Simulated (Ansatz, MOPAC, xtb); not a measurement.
Spectroscopic constants of ZnAs, multiplicity 4 (lowest of 2S+1 = 2, 4 at CCSD(T)/def2-TZVPP on PBE0 minima; our sources give no spin for the ground state, which may be another). No spin–orbit coupling. Zn is treated without relativity. As is treated without relativity.

The constants come from a fifth-degree fit in 1/R (seven points, main isotopes). Runs in def2 and cc sets follow the lowest solution found near the PBE0 minimum.

Correlated levels freeze the inner cores; with def2 sets outer-core shells near the valence are correlated too. The state that PM7 reach isn't checked; PM7 holds dispersion and hydrogen-bond terms.

The values were computed with Ansatz (a program for electronic structure) with Gaussian orbitals; MOPAC for PM7 (differences of heats of formation); xtb for the GFN methods. Values without a source in brackets are computed. The GFN methods have no spin term and hold the electronic entropy of 300 K.

```csv
level,r_e (Å),ω_e (cm⁻¹),ω_e x_e (cm⁻¹),dipole (D)
PM7,2.591,272,0.39,-
GFN1-xTB,2.672,140,0.14,-
PBE/def2-TZVPP,2.583,153,1.5,0.25
r2SCAN/def2-TZVPP,2.512,178,1.4,0.53
wB97X-V/def2-TZVPP,2.525,[?],2.2,0.65
wB97M-V/def2-TZVPP,2.565,148,2.7,0.38
B2PLYP/def2-TZVPP,2.593,142,2.4,-
CCSD(T)/def2-TZVPP,[?],[?],3.7,-
```

Q: Some entries are withheld; supply them.

A: 
- CCSD(T)/def2-TZVPP, r_e (Å): 2.613
- CCSD(T)/def2-TZVPP, ω_e (cm⁻¹): 126
- wB97X-V/def2-TZVPP, ω_e (cm⁻¹): 171
